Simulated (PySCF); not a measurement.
silole cation (C₄H₆Si), SMILES C1=C[SiH2]C=C1 (connectivity only; charge and spin as stated), charge +1, multiplicity 2. The structure is a stationary point at PBE0-D3(BJ)/def2-SVP. The multiplicity is an assumed one; no other spin state was optimised.

The numbers are results of PBE0-D3(BJ)/def2-SVP run with PySCF 2.14.0, not measurements.

Harmonic wavenumbers (cm⁻¹): 151, 337, 471, 496, 607, 614, 682, 732, 737, 826, 831, 890, 951, 1032, 1041, 1096, 1138, 1303, 1379, 1480, 1532, 2284, 2303, 3209, 3218, 3228, 3231. Rotational constants (GHz): 6.968, 4.532, 2.844; symmetry number 2.

Q: Work out the zero-point energy and the ideal-gas rigid-rotor harmonic-oscillator thermochemistry at 298.15 K and 1 atm.

A: ZPE = ½ Σ hcν = ½ × 35797 cm⁻¹ = 51.17 kcal/mol. H − E(el) = 55.11 kcal/mol. Entropy in cal/(mol K): translation 39.13, rotation 24.31, vibration 8.00, spin 1.38, total 72.81. G − E(el) = 33.40 kcal/mol. Cp = 22.22 cal/(mol K).
